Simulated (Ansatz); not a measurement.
C$_{2}$H$_{5}$BN$_{2}$O (`N#CCB(N)O`). The species carries charge 0 and has multiplicity 1.

```xyz
11

N    -1.240    2.202    1.259
C    -1.185    1.159    0.776
C    -1.033   -0.138    0.158
B     0.472   -0.444   -0.301
N     1.484    0.489   -0.096
O     0.779   -1.636   -0.904
H    -1.367   -0.907    0.864
H    -1.702   -0.198   -0.707
H     2.435    0.321   -0.376
H     1.322    1.380    0.340
H     0.035   -2.229   -1.013
```

What are the harmonic wavenumbers in cm⁻¹ at PBE0-D4/def2-TZVP (Ansatz, finite differences of forces, unscaled)? (Best estimate.)

Ansatz gave: 66, 135, 340, 364, 392, 433, 450, 511, 545, 627, 772, 852, 923, 984, 1007, 1193, 1203, 1341, 1432, 1463, 1640, 2374, 3052, 3094, 3627, 3730, 3925.

Is this a minimum?

Yes, all 27 modes are real.

Give the ideal-gas thermochemistry at 298.15 K and 1 bar (rigid rotor, harmonic oscillator; point group Cs, symmetry number 1).

Zero-point energy 218.1 kJ/mol; H(298) − E = 238.4 kJ/mol; entropy 336.8 J/(mol·K), of which translation 164.1, rotation 111.8, vibration 61.0; G(298) − E = 138.0 kJ/mol. Modes under 100 cm⁻¹ are hindered rotations or soft bends, so the harmonic entropy is rough.

And at 400, 500, 600, 800 and 1000 K?


```json
{"T (K)": "400", "H − E (kJ/mol)": "250.6", "S (J/mol/K)": "371.9", "G − E (kJ/mol)": "101.9"}
{"T (K)": "500", "H − E (kJ/mol)": "264.6", "S (J/mol/K)": "402.9", "G − E (kJ/mol)": "63.1"}
{"T (K)": "600", "H − E (kJ/mol)": "280.1", "S (J/mol/K)": "431.2", "G − E (kJ/mol)": "21.4"}
{"T (K)": "800", "H − E (kJ/mol)": "314.6", "S (J/mol/K)": "480.7", "G − E (kJ/mol)": "-70.0"}
{"T (K)": "1000", "H − E (kJ/mol)": "352.6", "S (J/mol/K)": "523.0", "G − E (kJ/mol)": "-170.4"}
```
